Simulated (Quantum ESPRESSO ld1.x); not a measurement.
S+, 15 electrons, occupied as [Ne] 3s1 3p3 4p1 (not the ground configuration).

All-electron calculation, scalar-relativistic Kohn-Sham, LDA (Slater exchange, Perdew-Zunger correlation), spin-polarised, spherical densities, point nucleus; open shells are filled with parallel spins first. Program: ld1.x of Quantum ESPRESSO 7.5.

Energy parts (hartree):
| part | energy |
|---|---|
| total | -396.6233 |
| kinetic | 397.8956 |
| electron-nucleus | -937.2413 |
| Hartree | 166.5193 |
| exchange-correlation | -23.7967 |

Orbitals (lengths in bohr, moments of r in powers of bohr; r(90%) holds 90 % of the orbital's charge):
[
 {"orbital": "1s up", "occ.": "1", "eigenvalue (hartree)": "-88.8651", "r(90%)": "0.174"},
 {"orbital": "1s down", "occ.": "1", "eigenvalue (hartree)": "-88.8332", "r(90%)": "0.174"},
 {"orbital": "2s up", "occ.": "1", "eigenvalue (hartree)": "-8.49969", "r(90%)": "0.755"},
 {"orbital": "2s down", "occ.": "1", "eigenvalue (hartree)": "-8.46290", "r(90%)": "0.751"},
 {"orbital": "2p up", "occ.": "3", "eigenvalue (hartree)": "-6.50894", "r(90%)": "0.739"},
 {"orbital": "2p down", "occ.": "3", "eigenvalue (hartree)": "-6.46602", "r(90%)": "0.735"},
 {"orbital": "3s up", "occ.": "1", "eigenvalue (hartree)": "-1.31057", "r(90%)": "2.34"},
 {"orbital": "3s down", "occ.": "0", "eigenvalue (hartree)": "-1.06223", "r(90%)": "2.42"},
 {"orbital": "3p up", "occ.": "3", "eigenvalue (hartree)": "-0.89077", "r(90%)": "2.67"},
 {"orbital": "3p down", "occ.": "0", "eigenvalue (hartree)": "-0.65636", "r(90%)": "2.89"},
 {"orbital": "4p up", "occ.": "1", "eigenvalue (hartree)": "-0.22126", "r(90%)": "7.26"},
 {"orbital": "4p down", "occ.": "0", "eigenvalue (hartree)": "-0.16723", "r(90%)": "8.37"}
]

The highest occupied level is 4p up at -6.021 eV. The configuration is held as typed, so some empty levels lie below it. Spin moment in Bohr magnetons: 5. Summed over all electrons, <r^2> = 43.90 bohr^2, which gives a Langevin (diamagnetic) susceptibility term of -34.8 x 10^-6 cm^3/mol.
